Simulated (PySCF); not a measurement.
PySCF input (TPSSh/def2-TZVPD):

```python
from pyscf import gto, scf, dft

mol = gto.M(
    atom='''
    Si    0.28365831    0.25519452    0.28873510
    C    -1.54645562    0.24744400    0.19044087
    F     0.88766646   -0.77143097   -0.79324826
    H     0.81460811    1.60346374   -0.00388807
    H     0.76546288   -0.20544996    1.61137003
    H    -2.13876868    1.15273171    0.26199539
    H    -2.12278315   -0.66525398    0.08482042
    ''',
    basis='def2-tzvpd',
    charge=0,
    spin=1,
    verbose=4,
)

mf = dft.UKS(mol, xc='tpssh').density_fit(auxbasis='def2-universal-jkfit')
mf.grids.level = 3
mf.conv_tol = 1e-9
mf.max_cycle = 100
mf.max_memory = 1500
mf.kernel()
if not mf.converged:
    mf = mf.newton()
    mf.kernel(mf.make_rdm1())
for _ in range(2):
    mo, _, stable, _ = mf.stability(return_status=True)
    if stable:
        break
    mf.kernel(mf.make_rdm1(mo, mf.mo_occ))
mf.analyze()
```

End of the output:

```
Extra cycle  E= -429.942632230099  delta_E= -2.35e-11  |g|= 1e-05  |ddm|= 1.8e-05
converged SCF energy = -429.942632230099  <S^2> = 0.75490741  2S+1 = 2.0049014
uhf_internal: lowest eigs of H = [0.30995526 0.36583025 0.43577665]
<class 'pyscf.df.df_jk.DFUKS'> wavefunction is stable in the internal stability analysis
**** SCF Summaries ****
Total Energy =                        -429.942632230099207
Nuclear Repulsion Energy =             107.515001552658859
One-electron Energy =                 -808.146695467014638
Two-electron Energy =                  270.689061684256558
Two-electron Coulomb Energy =          309.071864218720748
DFT Exchange-Correlation Energy =      -38.382802534464190
HOMO-LUMO gap [eV] =                     3.564446919654785
**** MO energy ****
                             alpha | beta                alpha | beta
MO #1   energy= -66.0110914544618  | -66.0112836687239  occ= 1 | 1
MO #2   energy= -24.587348046266   | -24.5870895444621  occ= 1 | 1
MO #3   energy= -10.1379681560246  | -10.1236753161647  occ= 1 | 1
MO #4   energy= -5.23939361751198  | -5.23951155194757  occ= 1 | 1
MO #5   energy= -3.58884991403212  | -3.58883553001337  occ= 1 | 1
MO #6   energy= -3.58537146760224  | -3.58563953470058  occ= 1 | 1
MO #7   energy= -3.58513704811177  | -3.58530056112239  occ= 1 | 1
MO #8   energy= -1.1559241476302   | -1.15532306428128  occ= 1 | 1
MO #9   energy= -0.687966064421794 | -0.651343047092261 occ= 1 | 1
MO #10  energy= -0.527034155615191 | -0.523492867565139 occ= 1 | 1
MO #11  energy= -0.439222165149826 | -0.43521444319824  occ= 1 | 1
MO #12  energy= -0.425232366793662 | -0.422113649353351 occ= 1 | 1
MO #13  energy= -0.419159254736975 | -0.416417259649049 occ= 1 | 1
MO #14  energy= -0.407538118765677 | -0.403450045428825 occ= 1 | 1
MO #15  energy= -0.338508391643093 | -0.329568061767042 occ= 1 | 1
MO #16  energy= -0.332442660880689 | -0.326926420468012 occ= 1 | 1
MO #17  energy= -0.248311137125512 | -0.117320127809229 occ= 1 | 0
MO #18  energy= -0.00283346804141176 | 0.0027678364912288 occ= 0 | 0
MO #19  energy= 0.00440561022669724 | 0.011139596303941  occ= 0 | 0
MO #20  energy= 0.0291846986131435 | 0.0315288314539652 occ= 0 | 0
MO #21  energy= 0.0478458788417745 | 0.0499988972455985 occ= 0 | 0
MO #22  energy= 0.055476641951616  | 0.0592159743492451 occ= 0 | 0
MO #23  energy= 0.0715773994590891 | 0.0772390881678594 occ= 0 | 0
MO #24  energy= 0.0770050758334869 | 0.0811589778177461 occ= 0 | 0
MO #25  energy= 0.0878019028565769 | 0.0934196657027569 occ= 0 | 0
MO #26  energy= 0.092824793063811  | 0.0994360553037567 occ= 0 | 0
MO #27  energy= 0.111818513084896  | 0.122885810867095  occ= 0 | 0
MO #28  energy= 0.121062511045173  | 0.125745611921486  occ= 0 | 0
MO #29  energy= 0.138580895569839  | 0.144539244778802  occ= 0 | 0
MO #30  energy= 0.139691827418877  | 0.148417077014205  occ= 0 | 0
MO #31  energy= 0.150957473764112  | 0.156710911400487  occ= 0 | 0
MO #32  energy= 0.164757988253217  | 0.169698060047722  occ= 0 | 0
MO #33  energy= 0.17327935214892   | 0.175316956948621  occ= 0 | 0
MO #34  energy= 0.181993885613307  | 0.187656856018839  occ= 0 | 0
MO #35  energy= 0.187273169920863  | 0.19198664202647   occ= 0 | 0
MO #36  energy= 0.21685679530188   | 0.22195728265075   occ= 0 | 0
MO #37  energy= 0.227581908792292  | 0.231841091787855  occ= 0 | 0
MO #38  energy= 0.244114365853884  | 0.251235576764679  occ= 0 | 0
MO #39  energy= 0.254042615069944  | 0.260342171564642  occ= 0 | 0
MO #40  energy= 0.263528085695654  | 0.268083891255261  occ= 0 | 0
MO #41  energy= 0.270254142435915  | 0.274504111915049  occ= 0 | 0
MO #42  energy= 0.289769971140115  | 0.294155577952718  occ= 0 | 0
MO #43  energy= 0.292156981975911  | 0.29567478437319   occ= 0 | 0
MO #44  energy= 0.29358644991236   | 0.302194366160387  occ= 0 | 0
MO #45  energy= 0.316677736129572  | 0.323865201787147  occ= 0 | 0
MO #46  energy= 0.324152569995095  | 0.331401420805584  occ= 0 | 0
MO #47  energy= 0.332120380963441  | 0.340978164710791  occ= 0 | 0
MO #48  energy= 0.351048191716012  | 0.354425169823918  occ= 0 | 0
MO #49  energy= 0.3595608829744    | 0.364465122467003  occ= 0 | 0
MO #50  energy= 0.360809884658614  | 0.366479543437767  occ= 0 | 0
MO #51  energy= 0.381326049488793  | 0.38717405563676   occ= 0 | 0
MO #52  energy= 0.395229720457014  | 0.400032641020178  occ= 0 | 0
MO #53  energy= 0.40997480211993   | 0.415176179083822  occ= 0 | 0
MO #54  energy= 0.423887493962416  | 0.429031114072678  occ= 0 | 0
MO #55  energy= 0.438009681303701  | 0.446534992807559  occ= 0 | 0
MO #56  energy= 0.444869095328171  | 0.452024925333168  occ= 0 | 0
MO #57  energy= 0.466280629518156  | 0.478821752150859  occ= 0 | 0
MO #58  energy= 0.480359788905828  | 0.485230604245837  occ= 0 | 0
MO #59  energy= 0.481678418112858  | 0.497500284078095  occ= 0 | 0
MO #60  energy= 0.532939631501511  | 0.539016526723495  occ= 0 | 0
MO #61  energy= 0.537329785969116  | 0.543561576327283  occ= 0 | 0
MO #62  energy= 0.559107546510621  | 0.566850440015392  occ= 0 | 0
MO #63  energy= 0.571666808276989  | 0.580679723501906  occ= 0 | 0
MO #64  energy= 0.613926287362199  | 0.618174503482956  occ= 0 | 0
MO #65  energy= 0.634223656089622  | 0.638251285575084  occ= 0 | 0
MO #66  energy= 0.640683999793374  | 0.64226945149524   occ= 0 | 0
MO #67  energy= 0.67657782206491   | 0.68336823793763   occ= 0 | 0
MO #68  energy= 0.678850186841473  | 0.685447253865299  occ= 0 | 0
MO #69  energy= 0.685140908617577  | 0.693226886174553  occ= 0 | 0
MO #70  energy= 0.695555341433408  | 0.715242545001694  occ= 0 | 0
MO #71  energy= 0.742238185898124  | 0.748634179023402  occ= 0 | 0
MO #72  energy= 0.768081838662673  | 0.774587173566221  occ= 0 | 0
MO #73  energy= 0.773743079928908  | 0.777251753464285  occ= 0 | 0
MO #74  energy= 0.851084029405376  | 0.881762174522079  occ= 0 | 0
MO #75  energy= 0.883204055344743  | 0.910455155633805  occ= 0 | 0
MO #76  energy= 0.932777706382764  | 0.937102068474253  occ= 0 | 0
MO #77  energy= 0.955701424977372  | 0.968251705991027  occ= 0 | 0
MO #78  energy= 0.975630634088295  | 0.994899998579947  occ= 0 | 0
MO #79  energy= 1.01075809703265   | 1.01893276962302   occ= 0 | 0
MO #80  energy= 1.04309526839515   | 1.05593022884512   occ= 0 | 0
MO #81  energy= 1.07940660571167   | 1.0824784965644    occ= 0 | 0
MO #82  energy= 1.09787755201987   | 1.10616252580765   occ= 0 | 0
MO #83  energy= 1.12324777314583   | 1.12701530703563   occ= 0 | 0
MO #84  energy= 1.16638293516219   | 1.17440910601158   occ= 0 | 0
MO #85  energy= 1.20619322538771   | 1.21463362041294   occ= 0 | 0
MO #86  energy= 1.22163307463001   | 1.23373219504181   occ= 0 | 0
MO #87  energy= 1.25920190890159   | 1.26825373721078   occ= 0 | 0
MO #88  energy= 1.2735372859761    | 1.28303408692069   occ= 0 | 0
MO #89  energy= 1.32585953334218   | 1.33119528965664   occ= 0 | 0
MO #90  energy= 1.35241717334807   | 1.36757334134407   occ= 0 | 0
MO #91  energy= 1.37824723811204   | 1.38585298607139   occ= 0 | 0
MO #92  energy= 1.42855296963923   | 1.44334814094238   occ= 0 | 0
MO #93  energy= 1.44984678122158   | 1.45510218609412   occ= 0 | 0
MO #94  energy= 1.50095635416027   | 1.51414971187218   occ= 0 | 0
MO #95  energy= 1.5502264645408    | 1.55291675266981   occ= 0 | 0
MO #96  energy= 1.60945420709145   | 1.61428376438359   occ= 0 | 0
MO #97  energy= 1.69495518676003   | 1.74052332547271   occ= 0 | 0
MO #98  energy= 1.73278090495302   | 1.76108321531463   occ= 0 | 0
MO #99  energy= 1.79020061643227   | 1.81350039710226   occ= 0 | 0
MO #100 energy= 1.81188895497156   | 1.833430456049     occ= 0 | 0
MO #101 energy= 1.90151911252923   | 1.92806863419187   occ= 0 | 0
MO #102 energy= 1.91040090016449   | 1.94256342126175   occ= 0 | 0
MO #103 energy= 1.98706578467543   | 1.99599974910955   occ= 0 | 0
MO #104 energy= 2.03112112048464   | 2.04698619332691   occ= 0 | 0
[...]
```

It need not be the lowest isomer of its formula.
